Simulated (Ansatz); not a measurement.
Born–Oppenheimer molecular dynamics of C2H7F2NSi (13 atoms, charge 0, multiplicity 1). It starts from a relaxed structure.

Method: RKS r2SCAN/STO-3G (Ansatz).

- ensemble: NVE (velocity Verlet)
- time step: 1 fs
- steps asked: 500
- starting velocities drawn for: 300 K
- seed: 273660

First frame:

```xyz
13
Properties=species:S:1:pos:R:3
Si 0.008 0.022 0.069
N 0.173 -0.464 1.776
C -1.132 -0.484 2.511
H -1.857 -1.091 1.942
H -0.991 -0.951 3.502
H -1.575 0.523 2.677
C 1.159 0.375 2.530
H 1.351 -0.080 3.518
H 2.110 0.404 1.970
H 0.826 1.422 2.705
F 1.491 -0.082 -0.599
H -0.532 1.369 -0.130
F -0.969 -1.070 -0.646
```

How far do the bonds stretch over the last three quarters of this one trajectory? (Pairs bonded in most of those frames.)


```tsv
bond	mean (Å)	spread (Å)	shortest	longest
Si1–N2	1.762	0.029	1.71	1.82
Si1–F11	1.635	0.013	1.60	1.66
Si1–H12	1.461	0.013	1.44	1.48
Si1–F13	1.633	0.013	1.61	1.67
N2–C3	1.490	0.018	1.44	1.53
N2–C7	1.491	0.016	1.46	1.53
C3–H4	1.105	0.017	1.07	1.14
C3–H5	1.109	0.021	1.07	1.15
C3–H6	1.112	0.023	1.07	1.16
C7–H8	1.109	0.017	1.08	1.15
C7–H9	1.106	0.020	1.07	1.15
C7–H10	1.111	0.014	1.07	1.14
```

Mean temperature of the second half: 174 K. The conserved energy stayed within 0.66 meV per atom of its start (net change 0.37 meV per atom), so the integration is sound. Over the second half the temperature averaged 0.58 of the 300 K drawn at the start: a run that starts near a minimum puts about half its kinetic energy into the potential. A run of 0.5 ps of so small a system gives no equilibrium averages. Limits of this set-up: minimal basis.

The run took 20 min on 1 thread of Intel(R) Xeon(R) 6975P-C (Granite Rapids), with other jobs on the host, peak memory 0.15 GiB.
